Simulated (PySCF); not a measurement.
C2H7BeNSe, SMILES C[N](C)[Be][SeH].

Geometry: ωB97X-D3(BJ)/def2-SVP. The structure was generated by enumeration; whether it is a known compound was not checked. One conformer was computed; it need not be the lowest.

Level of theory: ωB97X-D3(BJ)/def2-SVP (PySCF).

Frequencies are harmonic and unscaled.

Question: List the normal modes with their intensities. (The exact figures need the calculation; the answer reports its results.)

Answer: 
| mode | ν (cm⁻¹) | IR (km/mol) | moving atoms (share of kinetic energy) |
|---|---|---|---|
| 1 | 88 | 0.5 | C 44 %, H 23 %, Be 16 %, N 11 % |
| 2 | 130 | 0.3 | H 42 %, Be 29 %, N 19 % |
| 3 | 189 | 6.7 | H 96 % |
| 4 | 230 | 0.1 | H 98 % |
| 5 | 243 | 2.1 | H 71 %, Be 24 % |
| 6 | 255 | 1.0 | C 43 %, Se 32 %, H 20 % |
| 7 | 347 | 37.7 | N 45 %, H 30 %, Be 23 % |
| 8 | 397 | 20.8 | Be 77 %, C 11 % |
| 9 | 450 | 1.7 | H 32 %, C 31 %, N 24 % |
| 10 | 624 | 1.0 | H 81 %, Be 16 % |
| 11 | 947 | 0.1 | C 46 %, Be 22 %, H 19 %, N 12 % |
| 12 | 1095 | 2.8 | H 74 %, C 24 % |
| 13 | 1113 | 0.0 | H 81 %, C 19 % |
| 14 | 1158 | 140.9 | H 50 %, Be 31 %, C 19 % |
| 15 | 1177 | 2.5 | H 68 %, C 20 %, N 12 % |
| 16 | 1249 | 70.6 | N 58 %, C 30 %, H 12 % |
| 17 | 1430 | 250.0 | H 32 %, N 31 %, Be 23 %, C 14 % |
| 18 | 1443 | 3.7 | H 85 %, C 15 % |
| 19 | 1462 | 0.0 | H 97 % |
| 20 | 1470 | 11.4 | H 97 % |
| 21 | 1472 | 4.6 | H 82 %, C 17 % |
| 22 | 1492 | 14.9 | H 96 % |
| 23 | 1529 | 85.8 | H 75 %, N 17 %, Be 8 % |
| 24 | 2489 | 11.6 | H 99 % |
| 25 | 3006 | 53.4 | H 97 % |
| 26 | 3010 | 113.6 | H 97 % |
| 27 | 3070 | 86.1 | H 90 %, C 10 % |
| 28 | 3078 | 0.0 | H 90 %, C 10 % |
| 29 | 3136 | 16.3 | H 91 %, C 9 % |
| 30 | 3137 | 35.7 | H 91 %, C 9 % |
